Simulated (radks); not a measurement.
Spherical jellium clusters: N electrons in a uniform positive sphere of charge N and radius rs N^(1/3), rs = 3.37 bohr. Method: non-relativistic Kohn-Sham, LDA (Slater exchange, Perdew-Wang correlation), spin-polarised, spherical densities; computed with a radial shooting solver with Libxc functionals. Levels are named by radial order and angular momentum (1s, 1p, 1d, 2s, ...), and open shells are averaged over m.

N = 16, configuration 1s2 1p6 1d(up 5, down 3). This is the lowest configuration that the search found. Occupied and some empty levels:

level,occupation,eigenvalue (eV),<r> (bohr)
1s up,1,-6.2399,5.192
1s down,1,-6.0798,5.105
1p up,3,-4.9347,6.353
1p down,3,-4.7323,6.342
1d up,5,-3.3930,7.240
1d down,3,-3.1867,7.279
2s up,0,-2.9120,6.425
2s down,0,-2.8066,6.502
1f up,0,-1.6945,8.163
1f down,0,-1.5085,8.263
2p up,0,-1.2458,8.643
2p down,0,-1.1509,8.790

Energy (eV): total -27.2214, kinetic 37.874, external -962.29, Hartree 471.54, exchange-correlation -66.535, background 492.20.

Electron density:

r (bohr),n(r) (e/bohr^3)
0.627,0.003363
1.68,0.003980
2.72,0.005091
3.77,0.006393
4.82,0.007270
5.87,0.007010
6.92,0.005391
7.96,0.003151
9.01,0.001412
10.1,0.0005346
11.1,0.0001832
12.2,0.00005934
13.2,0.00001862
